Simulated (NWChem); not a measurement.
# Total energies of HOSi

```
Si
O 1 1.5403
H 1 1.5360 2 118.82
```
Charge 0, spin multiplicity 2.

All runs are NWChem calculations. The geometry was optimised at UPBE0/def2-SVP, a minimum by its harmonic frequencies.

Basis set: cc-pVTZ (78 functions).

```
method      total energy (Ha)  relative cost
----------  -----------------  -------------
UHF                -364.36693              1
UMP2               -364.70778        under 3
UB2PLYP            -365.14392        under 3
UPBE               -365.08395        under 3
UB3LYP             -365.32879        under 3
UCAM-B3LYP         -365.28712              4
```

Total energies of different functionals aren't comparable as a measure of quality: only differences taken within one method are. Relative cost: rough, from shared machines, SCF included, UHF = 1.

The correlated methods keep 6 core orbitals frozen. B3LYP has NWChem's definition, with VWN1-RPA local correlation. GW and range-separated runs recompute their integrals, the others keep them in memory, which bears on the times. The structure started from a generated list of species. The unpaired electrons of the parent sit in orbitals of symmetry a' (Cs labels of the run); other states weren't searched. The stability of the SCF solutions was not checked. Open-shell Hartree-Fock references start from PBE0 orbitals; any time given for them includes that run.
